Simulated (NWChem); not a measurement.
Species: CoHOBr, quartet; SMILES [OH][Co][Br]

```xyz
4

Co     0.0107    -0.9405    -0.0740
Br    -0.0122     1.3215     0.0822
O      0.0289    -2.6621    -0.1985
H     -0.0780    -3.3681     0.4422
```
Atoms are numbered in this order, from 1.

Level: PBE0/def2-SVP, spin-unrestricted (NWChem), optimised geometry, unscaled harmonic frequencies. This build's default masses of Se (78.918 u) and Br (79.917 u) are each other's, which moves their modes by up to 0.6 %. The spin multiplicity was typed, not searched, and may not be the lowest.

List the harmonic frequencies with IR intensities, and the thermochemistry.


```
frequency (cm⁻¹)  IR intensity (km/mol)
----------------  ---------------------
93                                 11.6
102                                37.6
296                                16.0
420                               201.3
759                               148.2
3968                              181.0
```

The zero-point energy comes out as 8.1 kcal/mol and the thermal correction to the enthalpy at 298.15 K (with zero-point energy) is 11.9 kcal/mol. The heat capacity Cv is 13.7 cal/(mol K). The dipole moment is 2.72 D.

Rigid rotor and harmonic oscillator; modes under 100 cm⁻¹ make the entropy uncertain.
